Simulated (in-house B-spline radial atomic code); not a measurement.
A run on neutral iodine that did not converge. Method: scalar-relativistic (X2C) TPSS, spin-polarised, spherical fractional occupations, Fermi nucleus of rms radius 4.75 fm; computed with a B-spline radial code for spherical atoms.

Command:
```bash
python run_scf.py task.json out
```
Settings (nuclear radius in fm, mass in u):
```
Z                53
configuration    [Kr] 4d9.625 4f0.375 5s2 5p5
hamiltonian      x2c
method           tpss,tpss
spin_polarised   True
nucleus          fermi
rms_radius       4.75
atomic_mass      126.90447
speed_of_light   137.035999084
```

First and last ten iterations of the last attempt (damped for 15 steps, keeping 80 % of the old Fock matrix, then DIIS):
```
 iter        energy (Eh)    residual
    1       -7114.630359    7.81e-02
    2       -7114.634103    2.07e-03
    3       -7114.634164    1.38e-03
    4       -7114.634186    9.35e-04
    5       -7114.634194    6.39e-04
    6       -7114.634197    4.41e-04
    7       -7114.634198    3.08e-04
    8       -7114.634198    2.17e-04
    9       -7114.634199    1.55e-04
   10       -7114.634199    1.11e-04
  111       -7114.634198    2.75e-05
  112       -7114.634197    3.29e-05
  113       -7114.634199    1.92e-05
  114       -7114.634200    1.45e-05
  115       -7114.634200    1.41e-05
  116       -7114.634200    1.82e-05
  117       -7114.634199    2.53e-05
  118       -7114.634198    2.83e-05
  119       -7114.634189    8.43e-05
  120       -7114.634201    2.04e-05
 not converged after 120 iterations
```

The smallest residual met was 7.3e-06; the threshold is about 5e-07. No energy from this run should be used. Cost of the run: 4.2 s on 1 thread of Arm Neoverse V1 (shared host).
